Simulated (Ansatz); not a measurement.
Coupled-cluster run, CH5InSn, SMILES `[CH2]1[InH][SnH2]1`.

```yaml
crystal:
  periodic: [false, false, false]
  atoms:
    - {symbol: C, position_ang: [-0.705165, 0.243441, -0.703915]}
    - {symbol: In, position_ang: [0.113765, 1.507838, 0.831710]}
    - {symbol: Sn, position_ang: [0.736933, -1.106500, 0.339343]}
    - {symbol: H, position_ang: [-1.766759, 0.011440, -0.612327]}
    - {symbol: H, position_ang: [-0.469710, 0.531575, -1.728959]}
    - {symbol: H, position_ang: [0.287803, 2.956850, 1.707683]}
    - {symbol: H, position_ang: [1.904453, -1.671441, -0.783492]}
    - {symbol: H, position_ang: [-0.101320, -2.473213, 0.949967]}
basis:
  gaussian: {orbitals: def2-TZVPP}
correlation: {method: ccsd_t}
output: {orbitals: {seedname: orbitals}}
```

```sh
$ ansatz run in.yaml --threads 2 --pin off --events-out ev --progress --plain --max-ram 4352MiB
```

Output of Ansatz, abridged:

```
Functional definition: HF
1521 factors; integrals over basis functions are off by at most 9.0e-4 eV
mean field evaluation 1: about -12057.8592 eV, gradient 3.6e1 eV
mean field evaluation 2: about -12057.9375 eV, gradient 3.7e1 eV
mean field evaluation 4: about -12061.7876 eV, gradient 3.7e0 eV
mean field evaluation 8: about -12061.8716 eV, gradient 3.1e-1 eV
mean field -12061.87272452 eV, -443.2656467950 hartree, gradient 8.6e-6 eV, S^2 0.000000; 0 other end points of the search recorded, 0 dependent functions left out
9 core orbitals not correlated: weight in the atoms' cores, before any rotation towards them, 1.000 or more for the frozen orbitals, at most 0.000 for the correlated occupied ones
reference -12061.87272452 eV, -443.2656467950 hartree; 18, 18 occupied and 174, 174 virtual orbitals, 1521 factors
second order -21.78093457 eV of doubles, -0.00000000 eV of singles
cycle   1  -21.34659297 eV  change    4.3e-1 eV  update   1.2e-1
cycle   2  -21.97901284 eV  change   -6.3e-1 eV  update   3.6e-2
cycle   3  -22.07475068 eV  change   -9.6e-2 eV  update   1.9e-2
cycle   4  -22.06093095 eV  change    1.4e-2 eV  update   4.9e-3
cycle   5  -22.06002365 eV  change    9.1e-4 eV  update   2.2e-3
cycle   6  -22.06062523 eV  change   -6.0e-4 eV  update   6.5e-4
cycle   7  -22.06033582 eV  change    2.9e-4 eV  update   2.7e-4
cycle   8  -22.06035893 eV  change   -2.3e-5 eV  update   1.1e-4
cycle   9  -22.06041036 eV  change   -5.1e-5 eV  update   4.2e-5
cycle  10  -22.06038376 eV  change    2.7e-5 eV  update   1.8e-5
perturbative correction -0.79612055 eV, -0.0292568907 hartree
Total energy: -12084.72922883 eV, -444.1056078358 hartree
```

Run time 3.7 min (2 threads of an Arm Neoverse V1 on a shared host); peak host memory 3 GiB.

Correlation energy per correlated electron: -0.635 eV. T1 diagnostic: 0.0152.
